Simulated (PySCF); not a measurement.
Cost of excited-state runs on `O=C(O)[C@@H]1[SiH2][C@@H]1O[SiH3]`, C3H8O3Si2

Geometry:
```csv
atom,x (Å),y (Å),z (Å)
O1,1.091,0.691,-1.368
C2,1.553,0.651,-0.250
O3,2.644,1.368,0.087
C4,1.063,-0.185,0.835
Si5,0.302,-1.833,0.216
C6,-0.477,-0.305,0.995
O7,-1.288,0.616,0.388
Si8,-2.163,0.623,-0.977
H9,2.940,1.889,-0.675
H10,1.631,-0.077,1.750
H11,0.274,-2.024,-1.215
H12,0.481,-2.952,1.125
H13,-0.744,-0.378,2.051
H14,-1.385,0.499,-2.201
H15,-2.804,1.918,-0.801
H16,-3.125,-0.491,-0.931
```

PySCF with density fitting, on 1 thread of an Intel Xeon 6975P-C, shared host. Command: `OMP_NUM_THREADS=1 python excited_run.py task.json out`

How long does this run take, and how much memory?
- circular dichroism and optical rotation, B3LYP/def2-SVPD; 16 states


| run | level | basis functions | wall time | peak memory (GiB) |
| --- | --- | --- | --- | --- |
| circular dichroism and optical rotation | B3LYP/def2-SVPD | 241 | 82 s | 1.1 |

Times from a shared host are rough.
